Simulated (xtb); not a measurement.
xtb input (GFN2-xTB):

```bash
xtb mol.xyz --gfn 2 --ohess tight --chrg 0 --uhf 0
```
mol.xyz:
```
17

C     -2.42253800    -1.05280837     0.17298544
C     -1.13304176    -0.25025579     0.03909453
C     -1.17410758     1.07642815    -0.49707098
C      0.06130490     1.75085609    -0.63582973
C      1.17709284     1.04491369    -0.32646528
C      1.12468701    -0.21164977     0.18967565
C      2.39434398    -0.98762654     0.55251001
N     -0.05743766    -0.90900570     0.27920968
H     -3.32082163    -0.47244598    -0.06970908
H     -2.49061135    -1.37475136     1.25819493
H     -2.39891907    -1.95683771    -0.40122910
H     -2.10565800     1.52178605    -0.67643729
H      0.04697851     2.73588721    -0.95130311
H      2.16001696     1.51660008    -0.37522806
H      2.30043198    -1.30686567     1.61018266
H      3.25305926    -0.42851297     0.34719483
H      2.46602462    -1.91377240    -0.06167005
```

End of the output:

```
         :::::::::::::::::::::::::::::::::::::::::::::::::::::
         ::                  THERMODYNAMIC                  ::
         :::::::::::::::::::::::::::::::::::::::::::::::::::::
         :: total free energy         -22.385083961708 Eh   ::
         ::.................................................::
         :: total energy              -22.494909735443 Eh   ::
         :: zero point energy           0.139657455651 Eh   ::
         :: G(RRHO) w/o ZPVE           -0.029831681916 Eh   ::
         :: G(RRHO) contrib.            0.109825773735 Eh   ::
         :::::::::::::::::::::::::::::::::::::::::::::::::::::
imag cut-off (cm-1) :    5.00
 found            2  significant imaginary frequencies
 writing imag mode distorted coords to xtbhess.xyz
 for further optimization.

optimized geometry written to: xtbopt.xyz

           -------------------------------------------------
          | TOTAL ENERGY              -22.494909735443 Eh   |
          | TOTAL ENTHALPY            -22.347845626817 Eh   |
          | TOTAL FREE ENERGY         -22.385083961708 Eh   |
          | GRADIENT NORM               0.000229136107 Eh/α |
          | HOMO-LUMO GAP               3.285887641961 eV   |
           -------------------------------------------------

------------------------------------------------------------------------
------------------------------------------------------------------------
 total:
 SCF:
 ANC optimizer:
 analytical hessian:
```
